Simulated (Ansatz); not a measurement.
Ru₃. Total charge 0; quintet. Geometry r2SCAN-D4/def2-TZVP; atoms count from 1.

```tsv
atom	x (Å)	y (Å)	z (Å)
Ru1	0.5707	0.8628	-0.8927
Ru2	0.6924	-0.8136	0.8513
Ru3	-1.2631	-0.0492	0.0414
```

In the def2 sets Ru takes a core potential; there is no spin–orbit coupling. The charge 0 quintet is spin-contaminated (final ⟨S²⟩ up to 7.22, 6.00 for a pure state). At PBE0-D4/def2-TZVP a triplet of charge 0 lies 0.25 eV below the quintet, each at its own geometry. The structure comes from a short search, and lower isomers may exist.

Question: Estimate the Mulliken populations from the PBE0/def2-TZVP orbitals of Ansatz.

Answer: 
```tsv
atom	charge (e)	spin (α − β)	d electrons
Ru1	-0.01	-0.67	7.19
Ru2	-0.04	2.22	7.05
Ru3	0.05	2.45	6.92
```
Mulliken values depend strongly on the basis.

Question: Where does the spin sit?

Answer: Summed by element: Ru 4.00, of 4 unpaired in all. Largest on single atoms: Ru3 2.45, Ru2 2.22, Ru1 -0.67.

Question: And the Mayer bond orders between heavy atoms (over 0.3)?

Answer: Ru1–Ru2 1.14 (2.42 Å); Ru1–Ru3 1.65 (2.25 Å); Ru2–Ru3 2.03 (2.25 Å).
